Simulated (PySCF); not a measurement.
## Interval between two levels of Cu by level of theory

Cu [Ar] 3d10 4s1 [2S1/2, M_J = 1/2] → Cu [Ar] 3d9 4s1 4p1 [4F9/2, M_J = 9/2], as a difference of total energies. Calculation: PySCF 2.14, in x2c-TZVPall-2c (6s7p4d1f, 54 functions); the two-component X2C-1e Hamiltonian. Correlated levels: [Ne] frozen; the 6 highest virtual spinors dropped. "Screened" scales the spin-orbit matrix elements by Boettger's factors to mimic the two-electron term; Breit and QED terms are absent.

```
                    method  interval between two levels (cm⁻¹)
           GHF (spin-free)                               21090
          GMP2 (spin-free)                               50231
 GHF (screened spin-orbit)                               20429
GMP2 (screened spin-orbit)                               49581
```

The labels give the starting determinants; with spin-orbit coupling the two ends relaxed to ⟨J²⟩ = 0.75, ⟨L²⟩ = 0.00, ⟨S²⟩ = 0.75 and ⟨J²⟩ = 24.77, ⟨L²⟩ = 12.02, ⟨S²⟩ = 3.75.
